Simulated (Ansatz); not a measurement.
## MP2, SCS-MP2 and SOS-MP2 from spin components

System: C$_{2}$H$_{6}$AlCl (SMILES [CH3][Al]([CH3])[Cl]), singlet, geometry from GFN2-xTB (such geometries of metal compounds can be far from the true shape). Level: MP2/def2-SV(P) (Ansatz, a first-principles code). Sums are taken with unrounded values, so a last digit can differ.

The Ansatz input:
Ansatz 0.2 input:
```yaml
crystal:
  periodic: [false, false, false]
  atoms:
    - {symbol: Al, position_ang: [0.19336810, -0.22362314, 0.20469739]}
    - {symbol: C, position_ang: [2.04881583, -0.63261564, -0.39867224]}
    - {symbol: H, position_ang: [2.55571720, -1.37044326, 0.22610362]}
    - {symbol: H, position_ang: [2.67493413, 0.26590339, -0.40733043]}
    - {symbol: H, position_ang: [2.05971573, -1.01409035, -1.42528396]}
    - {symbol: C, position_ang: [-0.68671713, -0.95115699, 1.83877495]}
    - {symbol: H, position_ang: [-1.53792036, -1.59181966, 1.58505454]}
    - {symbol: H, position_ang: [-1.09258753, -0.14857686, 2.46389001]}
    - {symbol: H, position_ang: [-0.01687042, -1.54313835, 2.46532995]}
    - {symbol: Cl, position_ang: [-0.90172744, 1.04775891, -0.95349682]}
basis:
  gaussian:
    orbitals: def2-SV_P_.json
magnetization: {spin_polarized: false}
correlation: {method: mp2}
```
The basis file holds def2-SV(P) in the JSON format of the Basis Set Exchange.

It gave an SCF energy of -780.439556 Eh, a same-spin correlation energy of -0.105060 Eh and an opposite-spin one of -0.336546 Eh.

Q: Work out the MP2, SCS-MP2 (6/5 and 1/3) and SOS-MP2 (1.3 and 0) correlation and total energies.

A: MP2: -0.336546 + (-0.105060) = -0.441607 Eh, total -780.881162 Eh, as the program printed. SCS-MP2: 1.2 × (-0.336546) + (-0.105060)/3 = -0.438876 Eh, total -780.878431 Eh. SOS-MP2: 1.3 × (-0.336546) = -0.437510 Eh, total -780.877066 Eh. Opposite spins carry 76 % of the MP2 correlation; same-spin pairs are already kept apart by exchange.
